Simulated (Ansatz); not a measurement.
# Worked example: MgHCl + C2H7NSn → MgH(NH2) + C2H5ClSn

Gas-phase species: MgHCl `[MgH][Cl]`, singlet; C2H7NSn `C[CH2][Sn][NH2]`, singlet; MgH(NH2), singlet; C2H5ClSn `C[CH2][Sn][Cl]`, singlet. The partners trade Cl for NH2: Mg–Cl and Sn–NH2 bonds give way to Mg–NH2 and Sn–Cl.

Shapes, held fixed at every level: PBE0-D4/def2-TZVP. Flexible molecules stand in one conformer, not always the lowest. Programs: Ansatz 0.2.0. The zero-point and thermal change to 298 K, harmonic and unscaled (PBE0-D4/def2-TZVP), is -3.4 kJ/mol.

At CCSD(T)/def2-TZVPP; 1 Eh = 2625.50 kJ/mol:

```
 species  energy (Eh)
   MgHCl  -660.200097
 C2H7NSn  -348.614554
MgH(NH2)  -256.289813
C2H5ClSn  -752.503279
```

Work out ΔH(298 K) of the reaction at this level.


1. Products less reactants: (-256.289813) + (-752.503279) − [(-660.200097) + (-348.614554)] = 0.021559 Eh = +56.6 kJ/mol.
2. With the thermal change: +56.6 + (-3.4) = +53.2 kJ/mol.

Other levels give +46.0 (B3LYP-D4/def2-TZVPP) to +52.9 kJ/mol (HF/def2-SVP). No measured value is set beside it here. For atoms past krypton def2 sets carry core potentials with scalar relativity. Outer-core shells of Mg, Sn are correlated, in sets that cover them unevenly. Sets without diffuse functions underbind ionic bonds of s-block metals.
